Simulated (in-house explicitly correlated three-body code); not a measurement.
Computed with an exponentially correlated three-body code. Model: two electrons around a point charge, non-relativistic, variational in 260 exponentially correlated functions (energies converged to about 1e-7 hartree, or 1e-8 relative for large Z).

Command:
```bash
python run_hyl.py task.json out
```
Settings (lengths in bohr, energies in hartree):
```
Z                      10
screening              3
interaction_strength   1
functions              260
states_tried           13
```

Time taken, with all properties: 2.1 min on 1 thread of Arm Neoverse N1 (shared host).

**Those bound S and P states to n = 4 that converged, binding against the one-electron ion.**

Given: nuclear charge 10; Yukawa screening of all interactions 3 1/bohr.

Computed: one-electron threshold -25.7638586 hartree.

```json
{"term": "1 1S", "energy (hartree)": "-47.9880208", "binding (eV)": "604.75"}
```

**Converged states only, values per electron or pair (inverse distances are <exp(-kr)/r>).**

| term | mean r (bohr) | mean r squared (bohr²) | mean inverse r (1/bohr) | mean r12 (bohr) | mean inverse r12 (1/bohr) | mean cosine | mean p1 dot p2 (bohr⁻²) | delta r1 (bohr⁻³) | delta r12 (bohr⁻³) |
| --- | --- | --- | --- | --- | --- | --- | --- | --- | --- |
| 1 1S | 0.16763 | 0.038298 | 6.7826 | 0.24751 | 3.4026 | -0.012179 | 0.98976 | 266.69 | 27.585 |

**Static dipole response.**

```json
{"state": "1 1S", "polarisability (bohr³)": "0.0015003"}
```
